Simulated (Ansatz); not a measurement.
`[CH3][In][NH2]` radical. Charge 0, multiplicity 2. In takes the def2 core potential. Geometry: relaxed with PBE0-D4/def2-TZVP. It is one conformer, not always the lowest.

```xyz
8

C    -0.003    0.900    1.297
In   -0.504    0.655   -0.830
N     0.151   -1.090   -1.678
H     0.869    1.551    1.376
H    -0.840    1.346    1.832
H     0.229   -0.085    1.704
H    -0.164   -1.362   -2.597
H     0.262   -1.915   -1.104
```

What is the dipole moment at ωB97M-V/def2-TZVPP? (Estimate.)

Ansatz gave: 0.78 D, with components (-0.69, -0.11, 0.35) D in this frame, pointing from negative to positive charge.

And with PBE, r2SCAN, B3LYP? (Estimate.)

Ansatz gave: PBE 0.72 D, r2SCAN 0.74 D, B3LYP 0.76 D.

Give the Mulliken charges with ωB97M-V, B3LYP, PBE in def2-TZVPP. (Estimate.)

Computed: 
```json
{"atom": "C1", "ωB97M-V": "-0.60", "B3LYP": "-0.55", "PBE": "-0.54"}
{"atom": "In2", "ωB97M-V": "0.50", "B3LYP": "0.48", "PBE": "0.42"}
{"atom": "N3", "ωB97M-V": "-0.50", "B3LYP": "-0.52", "PBE": "-0.50"}
{"atom": "H4", "ωB97M-V": "0.13", "B3LYP": "0.11", "PBE": "0.11"}
{"atom": "H5", "ωB97M-V": "0.13", "B3LYP": "0.11", "PBE": "0.11"}
{"atom": "H6", "ωB97M-V": "0.13", "B3LYP": "0.11", "PBE": "0.11"}
{"atom": "H7", "ωB97M-V": "0.11", "B3LYP": "0.13", "PBE": "0.14"}
{"atom": "H8", "ωB97M-V": "0.10", "B3LYP": "0.12", "PBE": "0.13"}
```

B3LYP here is the variant with VWN-RPA as its local correlation; programs differ in this.
